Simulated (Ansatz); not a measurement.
CH3F2NOSi (`F[Si]1(F)NCO1`). Total charge 0; spin multiplicity 1. Geometry: relaxed with PBE0-D4/def2-TZVP.

```xyz
9

F    -1.916    1.507    0.337
Si   -0.651    0.839   -0.317
F    -0.585    1.490   -1.751
N    -0.440   -0.831   -0.153
C     0.820   -0.534    0.537
O     0.726    0.906    0.575
H    -0.516   -1.618   -0.771
H     1.712   -0.841   -0.018
H     0.850   -0.919    1.560
```

(1) What is the dipole moment at r2SCAN/def2-TZVPP? (An estimate is asked.)

(2) And with PBE, B3LYP, ωB97M-V? (An estimate is asked.)

(3) Give the Mulliken charges with r2SCAN, ωB97M-V, B3LYP in def2-TZVPP. (Best estimate.)

Results:

(1) Ansatz gave: 2.85 D, with components (0.78, -2.69, -0.53) D in this frame, pointing from negative to positive charge.

(2) Computed: PBE 2.80 D, B3LYP 2.92 D, ωB97M-V 2.91 D.

(3) Ansatz gave: 
| atom | r2SCAN | ωB97M-V | B3LYP |
| --- | --- | --- | --- |
| F1 | -0.30 | -0.29 | -0.30 |
| Si2 | 0.92 | 0.89 | 0.91 |
| F3 | -0.30 | -0.29 | -0.30 |
| N4 | -0.42 | -0.35 | -0.38 |
| C5 | 0.26 | 0.09 | 0.13 |
| O6 | -0.42 | -0.40 | -0.41 |
| H7 | 0.15 | 0.11 | 0.14 |
| H8 | 0.06 | 0.12 | 0.11 |
| H9 | 0.05 | 0.12 | 0.10 |

B3LYP here is the variant with VWN-RPA as its local correlation; programs differ in this.
